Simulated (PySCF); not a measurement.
C₄H₆OSe, SMILES C(OC[SeH])=C=C. Atoms are numbered in the order given.

```xyz
12

C      3.9609     0.2937    -0.1853
C      2.7202    -0.0986    -0.3242
C      1.4858    -0.5299    -0.4514
O      0.5393     0.1301    -1.1907
C     -0.7749    -0.3045    -1.0485
Se    -1.6192     0.0877     0.7135
H      4.7411     0.0065    -0.9021
H      4.2730     0.9309     0.6520
H      1.1621    -1.4644     0.0250
H     -0.8710    -1.4000    -1.1510
H     -1.3616     0.1897    -1.8308
H     -1.5564     1.5505     0.5300
```

Geometry: B3LYP-D3(BJ)/def2-SVP. The structure was generated by enumeration, and PubChem lists no compound with its InChIKey, so it may never have been made. One conformer was computed; it need not be the lowest.

Method: B3LYP-D3(BJ)/def2-SVP (PySCF).

Frequencies are harmonic and unscaled.

Computed harmonic wavenumbers and intensities:
| mode | ν (cm⁻¹) | IR (km/mol) | moving atoms (share of kinetic energy) |
|---|---|---|---|
| 1 | 17 | 0.0 | C 53 %, H 23 %, Se 14 %, O 11 % |
| 2 | 108 | 2.9 | C 44 %, H 32 %, Se 16 % |
| 3 | 164 | 2.4 | C 52 %, H 38 %, O 9 % |
| 4 | 225 | 7.3 | H 77 %, C 19 % |
| 5 | 262 | 10.8 | C 31 %, H 31 %, O 27 %, Se 11 % |
| 6 | 290 | 1.5 | C 48 %, H 24 %, O 24 % |
| 7 | 416 | 5.9 | C 38 %, O 33 %, H 23 % |
| 8 | 561 | 28.1 | C 58 %, H 30 %, Se 9 % |
| 9 | 594 | 12.6 | C 79 %, O 11 %, H 9 % |
| 10 | 622 | 1.0 | H 57 %, C 36 % |
| 11 | 722 | 15.8 | H 78 %, C 18 % |
| 12 | 859 | 13.7 | H 84 %, C 15 % |
| 13 | 909 | 37.6 | H 74 %, C 26 % |
| 14 | 942 | 20.0 | H 60 %, C 37 % |
| 15 | 1006 | 0.6 | H 67 %, C 33 % |
| 16 | 1031 | 24.1 | C 51 %, H 26 %, O 23 % |
| 17 | 1113 | 223.0 | C 52 %, O 29 %, H 19 % |
| 18 | 1205 | 280.5 | H 56 %, C 27 %, O 17 % |
| 19 | 1289 | 121.0 | H 84 %, C 10 % |
| 20 | 1310 | 40.0 | H 73 %, O 16 %, C 11 % |
| 21 | 1376 | 50.1 | H 83 %, C 16 % |
| 22 | 1454 | 5.2 | H 90 %, C 10 % |
| 23 | 1492 | 94.6 | H 51 %, C 47 % |
| 24 | 2084 | 17.9 | C 98 % |
| 25 | 2411 | 17.1 | H 99 % |
| 26 | 3031 | 38.4 | H 94 % |
| 27 | 3096 | 14.9 | H 95 % |
| 28 | 3135 | 5.7 | H 92 %, C 8 % |
| 29 | 3164 | 4.0 | H 91 %, C 9 % |
| 30 | 3176 | 2.6 | H 89 %, C 11 % |
